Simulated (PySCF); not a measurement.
A PySCF script (with the pyscf-properties extension) for the NMR shieldings of SMILES CB(C)PCC(C)C, C₆H₁₆BP, on a GFN2-xTB geometry:

```python
import basis_set_exchange as bse
import numpy as np
from pyscf import gto, dft
from pyscf.prop import nmr

atoms = """
C     2.383738   -0.874323   -1.489429
B     2.292035    0.165113   -0.304892
C     3.590384    0.585711    0.486235
P     0.667996    1.047260    0.070304
C    -0.617477   -0.286082   -0.175238
C    -2.003305    0.131860    0.318488
C    -2.957752   -1.059792    0.265808
C    -2.547286    1.290273   -0.509478
H     1.961991   -0.457680   -2.404422
H     1.796659   -1.768493   -1.274986
H     3.398637   -1.197599   -1.710952
H     3.431138    1.386070    1.207035
H     3.989525   -0.269751    1.032277
H     4.383742    0.901878   -0.190664
H     0.716466    0.995817    1.460548
H    -0.295784   -1.194098    0.343108
H    -0.658025   -0.503693   -1.246192
H    -1.912756    0.461636    1.360579
H    -3.055429   -1.421213   -0.756227
H    -3.943909   -0.771598    0.622390
H    -2.594877   -1.877248    0.885791
H    -1.842031    2.119264   -0.497582
H    -2.697621    0.979662   -1.541522
H    -3.497793    1.636790   -0.109958
"""
names = dict.fromkeys(["C", "B", "P", "H"], "pcSseg-1")
basis = {el: gto.basis.parse(bse.get_basis(n, elements=[el], fmt="nwchem")) for el, n in names.items()}
mol = gto.M(atom=atoms, basis=basis, charge=0, verbose=0)
mf = dft.RKS(mol, xc="PBE0")
mf.grids.level = 2
mf.grids.alignment = dft.numint.BLKSIZE   # the property module wants whole blocks of grid points
mf.conv_tol = 1e-9
mf.kernel()

calc = nmr.RKS(mf)   # GIAO
C = mf.mo_coeff
Co = C[:, mf.mo_occ > 0]
resp = mf.gen_response(singlet=True, hermi=2)
def vind(x):   # induced exchange potential for any number of trial vectors
    d = np.einsum("pi,xij,qj->xpq", C, 2 * x.reshape(-1, C.shape[1], Co.shape[1]), Co, optimize=True)
    return np.einsum("xpq,pi,qj->xij", resp(d - d.transpose(0, 2, 1)), C, Co, optimize=True).ravel()
mo1, _ = nmr.rhf.solve_mo1(calc, with_cphf=vind)
sigma = calc.kernel(mo1)
for i, s in enumerate(sigma):   # ppm
    print("%2d %-2s %9.2f" % (i, mol.atom_pure_symbol(i), np.trace(s) / 3))
```

Problem. Give the expected output.

Solution. 
```
 0 C     172.63
 1 B       2.63
 2 C     169.09
 3 P     427.16
 4 C     155.31
 5 C     153.98
 6 C     159.71
 7 C     163.68
 8 H      30.55
 9 H      30.71
10 H      30.54
11 H      30.30
12 H      30.70
13 H      30.65
14 H      28.65
15 H      29.54
16 H      30.65
17 H      30.47
18 H      30.98
19 H      30.46
20 H      30.60
21 H      29.47
22 H      31.30
23 H      30.68
```

These numbers come from an equivalent density-fitted implementation of the same equations, which agrees with the script to about 0.01 ppm for H and up to a few tenths of a ppm for heavy atoms, so last digits may differ.

Size and cost of the density-fitted run: 223 basis functions, about 2 core-minutes.
